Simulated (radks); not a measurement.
The numbers below are computed, except where a source is named.
Question: Ga, configuration [Ar] 3d10 4s2 4p1. Code: a radial shooting solver on a logarithmic mesh with Libxc functionals. Model: Dirac Kohn-Sham, PBE, spin-unpolarised, spherical densities, point nucleus; open shells fill j = l - 1/2 first. Some entries of the table are withheld. Estimate them.

| orbital | occ. | eigenvalue (eV) | <r> (bohr) | <1/r> (bohr^-1) |
|---|---|---|---|---|
| 1s1/2 | 2 | -10226.98 | 0.04860 | 31.30 |
| 2s1/2 | 2 | -1261.767 | (1) | 6.885 |
| 2p1/2 | 2 | -1116.913 | 0.1883 | (2) |
| 2p3/2 | 4 | -1089.259 | 0.1918 | (3) |
| 3s1/2 | 2 | -148.0077 | 0.6517 | 2.192 |
| 3p1/2 | 2 | -101.2012 | 0.6719 | 2.062 |
| 3p3/2 | 4 | -97.5754 | 0.6826 | 2.019 |
| 3d3/2 | 4 | -19.3568 | 0.8069 | 1.656 |
| 3d5/2 | 6 | -18.8954 | 0.8133 | 1.644 |
| 4s1/2 | 2 | -8.8997 | 2.345 | 0.5585 |
| 4p1/2 | 1 | -2.6224 | 3.388 | 0.3884 |
| 4p3/2 | 0 | -2.5074 | 3.458 | 0.3801 |

Answer: 
(1) 2s1/2 <r> (bohr): 0.2176
(2) 2p1/2 <1/r> (bohr^-1): 6.844
(3) 2p3/2 <1/r> (bohr^-1): 6.669
